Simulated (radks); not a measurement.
The numbers below are computed, except where a source is named.
Excited configurations of the technetium ion Tc3+: one electron is placed in a higher orbital outside [Kr] 4d3. The ground configuration is [Kr] 4d4. Level of theory: Dirac Kohn-Sham, PBE, spin-unpolarised, spherical densities, finite nucleus; open shells fill j = l - 1/2 first; Fermi nuclear charge, rms radius 4.4112 fm (a radial shooting solver on a logarithmic mesh with Libxc functionals). Excitation = E - E(ground); binding = E(ion) - E, where the ion is the core of charge +4; n* = 4/sqrt(2 binding) in atomic units, and the quantum defect is n - n*.

4f5/2: excitation (eV) 26.910; binding (eV) 15.254; eigenvalue (eV) -12.296; <r> (bohr) 3.600
5s1/2: excitation (eV) 8.441; binding (eV) 33.723; eigenvalue (eV) -29.521; <r> (bohr) 2.553
5d3/2: excitation (eV) 24.056; binding (eV) 18.108; eigenvalue (eV) -15.613; <r> (bohr) 3.925
6s1/2: excitation (eV) 24.926; binding (eV) 17.238; eigenvalue (eV) -15.371; <r> (bohr) 4.873
6p1/2: excitation (eV) 27.290; binding (eV) 14.875; eigenvalue (eV) -13.204; <r> (bohr) 5.427
7s1/2: excitation (eV) 31.564; binding (eV) 10.600; eigenvalue (eV) -9.491; <r> (bohr) 7.878
7p1/2: excitation (eV) 32.744; binding (eV) 9.420; eigenvalue (eV) -8.428; <r> (bohr) 8.643

The Delta-SCF ionisation energy is 42.164 eV (NIST Atomic Spectra Database: 41 eV, theoretical). Self-interaction in the functional shifts the binding energies and quantum defects, so they are the method's values and not measured ones. Spin polarisation and multiplet splitting are left out, so open shells lie too high by an amount that depends on their filling.

Beside tabulated values, note that spin-unpolarised runs miss the spin-polarisation part of the exchange energy of open shells.
